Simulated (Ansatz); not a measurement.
HNP (SMILES [NH+]#P) moved off its minimum; all values from Ansatz (a quantum-chemistry and plane-wave program), cores frozen in correlated methods.
(charge 1, multiplicity 1)
```xyz
3

N     -0.0712    -0.0330    -0.9909
P      0.0039    -0.0335     0.6818
H     -0.0321     0.0166    -1.9582
```

Question: Give the forces (eV/Å), the total energy and the dipole at CCSD(T)/aug-cc-pV(T+d)Z.

Answer: 
| atom | Fx | Fy | Fz |
|---|---|---|---|
| N1 | 0.338 | -0.091 | 10.773 |
| P2 | -0.395 | -0.015 | -8.155 |
| H3 | 0.057 | 0.105 | -2.618 |
Energy -395.8282 hartree.

Doubts at one or more of the structures used: a restricted determinant that unrestricted orbitals would lower (CCSD(T)/aug-cc-pV(T+d)Z).
